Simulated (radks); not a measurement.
The numbers below are computed, except where a source is named.
Problem. Isoelectronic series with 64 electrons, each ion in its NIST ground configuration. Code: a radial shooting solver on a logarithmic mesh with Libxc functionals. Model: scalar-relativistic Kohn-Sham, BLYP, spin-polarised, spherical densities, point nucleus; open shells are filled with parallel spins first (spin-orbit coupling, left out, can overturn this in heavy ions). Total energies (hartree) and mean radii <r> (bohr) (* marks an orbital that is empty in some or all of the ions):

ion,configuration,E (hartree),4f down*,5d up*,6s down*,6s up*
Gd,[Xe] 4f7 5d1 6s2,-11272.2938,0.9082,2.753,4.104,3.923
Tb+,[Xe] 4f9 6s1,-11709.7171,0.9460,2.783,3.762,3.700
Dy2+,[Xe] 4f10,-12157.5425,0.8940,2.475,3.404,3.371
Ho3+,[Xe] 4f10,-12615.7000,0.7987,2.109,3.014,2.991
Er4+,[Xe] 4f10,-13084.0528,0.7359,1.879,2.733,2.717
Tm5+,[Kr] 4d10 4f11 5s2 5p5,-13562.1628,0.7057,1.738,2.541,2.518
Yb6+,[Kr] 4d10 4f12 5s2 5p4,-14050.8541,0.6792,1.629,2.385,2.356
Lu7+,[Kr] 4d10 4f13 5s2 5p3,-14550.2452,0.6557,1.539,2.249,2.218
Ta9+,[Kr] 4d10 4f13 5s2 5p3,-15581.7392,0.5930,1.369,2.003,1.979
W10+,[Kr] 4d10 4f14 5s2 5p2,-16113.6078,0.5787,1.320,1.914,1.898

Estimate the row of Hf8+ ([Kr] 4d10 4f13 5s2 5p3).

Solution. E (hartree) -15060.6900; 4f down* 0.6221; 5d up* 1.447; 6s down* 2.117; 6s up* 2.091.
